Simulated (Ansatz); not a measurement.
A nudged elastic band was laid between two geometries of CH5BSSi (9 atoms, charge 0, multiplicity 1).

These are results of Ansatz, RKS PBE0/def2-SVP, not measurements.

| Property | Result |
| --- | --- |
| movable images | 5 |
| climbing image | yes |
| spring | 5.0 eV/Å² |
| optimiser | quadratic models (default) |
| start path | through a guess of the saddle point |
| force threshold | 0.05 eV/Å |
| iteration limit | 60 |
| end points | relaxed |

First end point:

```xyz
9
Properties=species:S:1:pos:R:3
B 0.117 1.288 -0.633
C -0.761 0.110 -0.253
Si 0.382 -1.109 0.648
S -0.635 -1.541 -1.121
H 1.060 1.143 -1.376
H -0.085 2.360 -0.108
H -1.716 0.251 0.271
H 1.852 -0.916 0.614
H -0.124 -1.632 1.941
```

Last end point:

```xyz
9
Properties=species:S:1:pos:R:3
B 0.117 1.289 -0.634
C -0.759 0.110 -0.252
Si 0.382 -1.110 0.648
S -0.635 -1.542 -1.121
H -0.087 2.361 -0.108
H 1.060 1.143 -1.377
H -1.713 0.251 0.272
H 1.851 -0.916 0.614
H -0.126 -1.633 1.940
```

Problem. What changes between the two ends?

Solution. No bond is made or broken. The dihedral H5–B1–C2–S4 goes from -11 to 174°. The two ends are copies of one structure, up to a mirror image or an exchange of like atoms.

Problem. What energy profile does the band end with?

Solution. The forces met the threshold. The highest image is number 2 of 0 to 6, 0.40 eV above the ends, which have the same energy within 2 meV. The profile has 2 maxima (images 2, 5) with wells between them (image 4): this band takes more than one step, which may be the mechanism or a detour left from its start path. A vibrational analysis at the climbing image gives one clearly imaginary mode, 346i cm⁻¹: a first-order saddle point.

```json
{"image": "0", "path coordinate (Å)": "0.00", "energy (eV)": "0.00", "dihedral H5–B1–C2–S4 (°)": "-11"}
{"image": "1", "path coordinate (Å)": "0.98", "energy (eV)": "0.18", "dihedral H5–B1–C2–S4 (°)": "13"}
{"image": "2", "path coordinate (Å)": "1.96", "energy (eV)": "0.40", "dihedral H5–B1–C2–S4 (°)": "50"}
{"image": "3", "path coordinate (Å)": "2.84", "energy (eV)": "0.11", "dihedral H5–B1–C2–S4 (°)": "80"}
{"image": "4", "path coordinate (Å)": "3.71", "energy (eV)": "0.06", "dihedral H5–B1–C2–S4 (°)": "112"}
{"image": "5", "path coordinate (Å)": "4.58", "energy (eV)": "0.08", "dihedral H5–B1–C2–S4 (°)": "136"}
{"image": "6", "path coordinate (Å)": "5.46", "energy (eV)": "0.00", "dihedral H5–B1–C2–S4 (°)": "174"}
```

Problem. What is the geometry of the highest image?

Solution. 
```xyz
9
Properties=species:S:1:pos:R:3:forces:R:3
B 0.102 1.375 -0.751 0.00 0.00 0.00
C -0.576 0.124 -0.102 0.00 0.00 0.00
Si 0.345 -1.179 0.838 0.00 0.00 0.00
S -0.326 -1.432 -1.150 0.00 0.00 0.00
H -0.108 1.632 -1.913 0.00 0.00 0.00
H 0.822 2.109 -0.110 0.00 0.00 0.00
H -1.633 0.269 0.178 0.00 0.00 0.00
H 1.800 -1.003 1.077 0.00 0.00 0.00
H -0.339 -1.941 1.915 0.00 0.00 0.00
```

The band took 12 iterations and of the order of 4 core-minutes.

Run time: 3.8 min on 1 thread of Arm Neoverse V1, with other jobs on the host, peak memory 0.27 GiB.
